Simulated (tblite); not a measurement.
Species: C7H7NSSi.
Cartesian coordinates in Å at the GFN2-xTB level; atoms count from 1:
```
atom  x, y, z in Å
Si1    2.3483   -0.8908   -0.1161
C2     1.3711    0.7612    0.0865
C3     1.9449    1.9057    0.2209
S4     2.8142    3.1934    0.3709
C5     0.0003    0.3650    0.0435
C6    -1.1143    1.2030    0.1480
C7    -2.3657    0.6261    0.0836
C8    -2.4779   -0.7516   -0.0816
C9    -1.3167   -1.5002   -0.1762
N10   -0.1169   -0.9563   -0.1149
H11    3.7600   -0.4703   -0.0714
H12    2.0797   -1.4387   -1.4378
H13    2.0900   -1.7364    1.0404
H14   -0.9820    2.2663    0.2751
H15   -3.2530    1.2377    0.1597
H16   -3.4437   -1.2280   -0.1350
H17   -1.3453   -2.5741   -0.3055
```

Method: GFN2-xTB as coded in tblite; computed harmonic values from a numerical Hessian at the method's own geometry, unscaled. This tight-binding method is rough: wavenumbers can miss measured ones by several per cent, in bad cases by 10 to 20. Modes of hydrogen on silicon can be 10 to 20 % off. One conformer, not necessarily the lowest.

Harmonic wavenumbers (cm⁻¹): 61.0, 61.4, 103.0, 107.5, 222.6, 303.7, 334.6, 359.7, 374.0, 385.1, 420.5, 478.1, 561.8, 562.1, 600.1, 637.8, 699.9, 715.3, 763.4, 817.6, 851.0, 852.3, 876.8, 912.5, 931.5, 996.0, 1032.9, 1084.4, 1130.3, 1162.6, 1239.9, 1297.6, 1312.7, 1420.5, 1430.9, 1550.0, 1580.1, 1903.8, 2179.2, 2309.3, 2325.6, 3060.4, 3076.9, 3097.5, 3104.6.

A = 1752, B = 634.8, C = 468.7 MHz; mass 165.007 u (most abundant isotopes); point group Cs, symmetry number 1.

Problem. What is the zero-point energy?

Solution. Half the sum of the wavenumbers: 24644 cm⁻¹ = 70.46 kcal/mol.

Problem. What is S at 400 K and 1 bar for an ideal gas of classical rigid rotors and harmonic oscillators?

Solution. Translation 42.70, rotation 31.68, vibration 39.98: S = 114.4 cal/(mol K).

Problem. And Cp and H(400 K) − H(0)?

Solution. Cp = 50.02 cal/(mol K), of which vibrations give 42.07 (their classical limit is 45 R = 89.4); H(400 K) − H(0) = 11.67 kcal/mol without the zero-point energy, 8.49 from vibrations.

Problem. What must be added to the electronic energy to get the Gibbs energy at 400 K and 1 bar?

Solution. ZPE + [H(400 K) − H(0)] − T·S = 70.46 + 11.67 − 45.74 = 36.39 kcal/mol.

Problem. Blend soft modes into free rotors: weight 1/[1 + (100 cm⁻¹/ν̃)⁴] for the oscillator and the rest for a rotor with moment μB/(μ + B), μ = h/(8π²ν), B = 10⁻⁴⁴ kg m². What vibrational entropy results?

Solution. 36.85 cal/(mol K) in place of 39.98, which changes −T·S at 400 K by +1.25 kcal/mol.

Problem. Which modes carry the vibrational entropy at 400 K?

Solution. 61.0 cm⁻¹: 5.01; 61.4 cm⁻¹: 4.99; 103.0 cm⁻¹: 3.97; 107.5 cm⁻¹: 3.89; 222.6 cm⁻¹: 2.48; 303.7 cm⁻¹: 1.91 cal/(mol K); the other 39 give 17.74 together.

Problem. How do the functions run with temperature in this model?

Solution. 
```csv
T (K),S (cal/(mol K)),Cp (cal/(mol K)),H − H(0) (kcal/mol),G − H(0) (kcal/mol),ln q(vib)
150,79.8,23.5,2.31,-9.65,2.89
250,94.5,35.0,5.24,-18.38,5.45
298.15,101.1,40.3,7.05,-23.09,6.72
600,137.4,63.7,23.15,-59.32,14.70
900,165.8,75.9,44.27,-104.97,22.02
```

q(vib) and H(0) count from the zero-point level.

Hindered rotation and anharmonicity are outside this model. Other conformers, if any are populated, would add a mixing term that is left out.

Time: 0.51 s. Hardware: one thread of an AMD EPYC 9R45, on a shared host. This covers the Hessian and the dipole derivatives.
